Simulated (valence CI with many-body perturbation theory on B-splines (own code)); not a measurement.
Level structure of Ag³⁴⁺

Computed by valence CI with perturbative core correlation (CI+MBPT): three valence electrons over a frozen Dirac-Fock core [Ne], radial functions for each j: 11 s, 11 p, 9 d, 7 f, 5 g, 2 h, 1 i, with the one-electron correlation potential Σ1 (screened to all orders), the two-electron term Σ2, the three-electron term Σ3, Breit, model QED; selected single and double excitations, second order for the rest (own B-spline code, finite nucleus).

The last digits are not significant, and no measured levels were compared; by estimate large intervals hold to a few tenths of a per cent, small ones and those within an open d or f shell to about a per cent.

Levels 1 to 45 of 70, with energies above the lowest level, (3s^2 3p1/2) J=1/2. "Leading %" is the weight of the configuration and term that name the level; weights of strongly mixed levels are sums over their largest components and can fall short. In the jj column 3d3/2^4 stands for four electrons in 3d with j = 3/2. Lifetimes count E1, E2, E3, M1 and M2 decay at the calculated energies, and are blank where another channel may lead or the interval is too uncertain; long ones can be off by a factor of two.

| No. | Configuration | Term | J | E (cm⁻¹) | Leading % | Second component | Lifetime | Leading jj |
| --- | --- | --- | --- | --- | --- | --- | --- | --- |
| 1 | 3s2 3p | 2P° | 1/2 | 0 | 99 |  |  | 3s^2 3p1/2 (99 %) |
| 2 | 3s2 3p | 2P° | 3/2 | 347310 | 98 |  | 2.65 μs | 3s^2 3p3/2 (98 %) |
| 3 | 3s 3p2 | 4P | 1/2 | 652710 | 75 | 19 % 3s 3p2 2S | 182 ps | 3s 3p1/2^2 (88 %) |
| 4 | 3s 3p2 | 4P | 3/2 | 897390 | 95 |  | 1.80 ns | 3s 3p1/2 3p3/2 (98 %) |
| 5 | 3s 3p2 | 4P | 5/2 | 967820 | 54 | 42 % 3s 3p2 2D | 334 ps | 3s 3p1/2 3p3/2 (92 %) |
| 6 | 3s 3p2 | 2D | 3/2 | 1073400 | 69 | 15 % 3s 3p2 2P | 23.6 ps | 3s 3p1/2 3p3/2 (81 %) |
| 7 | 3s 3p2 | 2P | 1/2 | 1143400 | 71 | 16 % 3s 3p2 4P | 5.68 ps | 3s 3p1/2 3p3/2 (85 %) |
| 8 | 3s 3p2 | 4P | 5/2 | 1272500 | 42 | 38 % 3s 3p2 2D | 540 ps | 3s 3p3/2^2 (78 %) |
| 9 | 3s2 3d | 2D | 3/2 | 1385400 | 76 | 20 % 3s 3p2 2P | 4.37 ps | 3s^2 3d3/2 (76 %) |
| 10 | 3s 3p2 | 2S | 1/2 | 1493400 | 69 | 22 % 3s 3p2 2P | 8.01 ps | 3s 3p3/2^2 (94 %) |
| 11 | 3s2 3d | 2D | 5/2 | 1493400 | 76 | 19 % 3s 3p2 2D | 7.54 ps | 3s^2 3d5/2 (76 %) |
| 12 | 3s 3p2 | 2P | 3/2 | 1534300 | 62 | 24 % 3s 3p2 2D | 4.18 ps | 3s 3p3/2^2 (85 %) |
| 13 | 3p3 | 2P° | 3/2 | 1759500 | 32 | 28 % 3p3 2D° | 15.5 ps | 3p1/2^2 3p3/2 (80 %) |
| 14 | 3s 3p 3d | 4F° | 3/2 | 1866000 | 82 | 10 % 3s 3p 3d 2D° | 62.2 ps | 3s 3p1/2 3d3/2 (91 %) |
| 15 | 3s 3p 3d | 4F° | 5/2 | 1903200 | 54 | 21 % 3s 3p 3d 2D° | 283 ps | 3s 3p1/2 3d3/2 (81 %) |
| 16 | 3s 3p 3d | 4F° | 5/2 | 1986800 | 23 | 21 % 3s 3p 3d 2D° | 29.6 ps | 3s 3p1/2 3d5/2 (70 %) |
| 17 | 3p3 | 4S° | 3/2 | 2014600 | 50 | 21 % 3s 3p 3d 2D° | 7.83 ps | 3p1/2 3p3/2^2 (64 %) |
| 18 | 3s 3p 3d | 4D° | 1/2 | 2024500 | 76 | 16 % 3s 3p 3d 2P° | 5.39 ps | 3s 3p1/2 3d3/2 (89 %) |
| 19 | 3s 3p 3d | 4D° | 3/2 | 2024900 | 53 | 28 % 3s 3p 3d 4P° | 6.30 ps | 3s 3p1/2 3d3/2 (66 %) |
| 20 | 3s 3p 3d | 4F° | 7/2 | 2028400 | 70 | 19 % 3s 3p 3d 4D° | 41.1 ps | 3s 3p1/2 3d5/2 (83 %) |
| 21 | 3s 3p 3d | 4P° | 5/2 | 2055600 | 38 | 23 % 3p3 2D° | 11.6 ps | 3s 3p1/2 3d5/2 (70 %) |
| 22 | 3p3 | 2P° | 1/2 | 2174200 | 83 | 15 % 3s 3p 3d 2P° | 7.92 ps | 3p1/2 3p3/2^2 (83 %) |
| 23 | 3s 3p 3d | 2F° | 5/2 | 2176600 | 70 | 27 % 3p3 2D° | 10.2 ps | 3s 3p1/2 3d5/2 (44 %) |
| 24 | 3s 3p 3d | 2D° | 3/2 | 2233100 | 33 | 26 % 3p3 2D° | 4.42 ps | 3s 3p1/2 3d5/2 (30 %) |
| 25 | 3s 3p 3d | 4F° | 9/2 | 2268500 | 100 |  | 3.82 μs | 3s 3p3/2 3d5/2 (100 %) |
| 26 | 3s 3p 3d | 4D° | 5/2 | 2288600 | 59 | 12 % 3s 3p 3d 4F° | 5.78 ps | 3s 3p3/2 3d3/2 (83 %) |
| 27 | 3s 3p 3d | 4P° | 3/2 | 2289900 | 45 | 38 % 3s 3p 3d 4D° | 7.15 ps | 3s 3p3/2 3d3/2 (92 %) |
| 28 | 3s 3p 3d | 4P° | 1/2 | 2293300 | 89 | 10 % 3s 3p 3d 4D° | 7.69 ps | 3s 3p3/2 3d3/2 (97 %) |
| 29 | 3s 3p 3d | 4D° | 7/2 | 2296000 | 66 | 26 % 3s 3p 3d 4F° | 7.84 ps | 3s 3p3/2 3d3/2 (52 %) |
| 30 | 3s 3p 3d | 2P° | 3/2 | 2356100 | 28 | 19 % 3s 3p 3d 4P° | 15.0 ps | 3s 3p3/2 3d5/2 (67 %) |
| 31 | 3s 3p 3d | 2D° | 5/2 | 2383400 | 49 | 32 % 3s 3p 3d 4P° | 9.02 ps | 3s 3p3/2 3d5/2 (91 %) |
| 32 | 3s 3p 3d | 2D° | 3/2 | 2433600 | 62 | 17 % 3p3 2P° | 3.43 ps | 3s 3p3/2 3d3/2 (60 %) |
| 33 | 3s 3p 3d | 2F° | 7/2 | 2458700 | 96 |  | 9.36 ps | 3s 3p3/2 3d5/2 (69 %) |
| 34 | 3s 3p 3d | 2F° | 5/2 | 2525500 | 80 | 12 % 3s 3p 3d 2D° | 3.47 ps | 3s 3p3/2 3d3/2 (87 %) |
| 35 | 3s 3p 3d | 2P° | 1/2 | 2534200 | 83 | 13 % 3s 3p 3d 4D° | 4.01 ps | 3s 3p3/2 3d3/2 (56 %) |
| 36 | 3s 3p 3d | 2F° | 7/2 | 2538000 | 84 | 11 % 3s 3p 3d 4D° | 5.72 ps | 3s 3p3/2 3d5/2 (80 %) |
| 37 | 3s 3p 3d | 2P° | 1/2 | 2587600 | 84 | 15 % 3p3 2P° | 4.13 ps | 3s 3p3/2 3d5/2 (54 %) |
| 38 | 3s 3p 3d | 2P° | 3/2 | 2622200 | 84 | 7 % 3s 3p 3d 2D° | 4.18 ps | 3s 3p3/2 3d5/2 (90 %) |
| 39 | 3s 3p 3d | 2D° | 5/2 | 2632900 | 68 | 16 % 3s 3p 3d 2F° | 3.47 ps | 3s 3p3/2 3d5/2 (83 %) |
| 40 | 3p3 | 2P° | 3/2 | 2682400 | 27 | 20 % 3p3 2D° | 2.79 ps | 3p3/2^3 (48 %) |
| 41 | 3p2 3d | 4F | 3/2 | 2706500 | 47 | 21 % 3p2 3d 2D | 15.7 ps | 3p1/2^2 3d3/2 (95 %) |
| 42 | 3p2 3d | 4F | 5/2 | 2817800 | 31 | 26 % 3p2 3d 4D | 13.5 ps | 3p1/2^2 3d5/2 (85 %) |
| 43 | 3p2 3d | 2F | 5/2 | 2946000 | 58 | 32 % 3p2 3d 4F | 16.8 ps | 3p1/2 3p3/2 3d3/2 (87 %) |
| 44 | 3p2 3d | 2P | 3/2 | 2984000 | 37 | 34 % 3p2 3d 4F | 8.23 ps | 3p1/2 3p3/2 3d3/2 (93 %) |
| 45 | 3p2 3d | 2F | 7/2 | 2993900 | 40 | 27 % 3p2 3d 2G | 14.6 ps | 3p1/2 3p3/2 3d3/2 (78 %) |

Where two levels of one J and parity lie close, their mixing, g and order are uncertain.

The ionisation energy to 3s2 1S_0 of the next ion comes out as 2152.2 eV (NIST: 2131 ± 10 eV (semi-empirical), further off than twice its uncertainty). All 70 levels together are meant to be complete up to 3488100 cm⁻¹.
